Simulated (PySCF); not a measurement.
# Electron correlation in Sb⁺ (antimony, charge +1)

[Kr] 4d10 5s1 5p2 5d1, one real determinant (an excited configuration). Calculation: PySCF 2.14, in aug-cc-pwCVDZ-PP with ECP28MDF; a scalar-relativistic core potential. Frozen: 4s2 4p6 4d10; 4 electrons correlated.

MP2 pair energies summed by pair of shells (mhartree):

```tsv
pair	energy	share (%)
5p-5p	-3.83	34.6
5p-5d	-3.68	33.3
5s-5p	-2.60	23.5
5s-5d	-0.96	8.7
```

Total MP2 correlation energy: -11.07 mhartree.

Same-spin part -11.07 and opposite-spin part 0.00 mhartree; SCS-MP2 scales them by 1/3 and 6/5 to -3.69 mhartree.

The reference is one real determinant that mixes LS terms of this configuration.
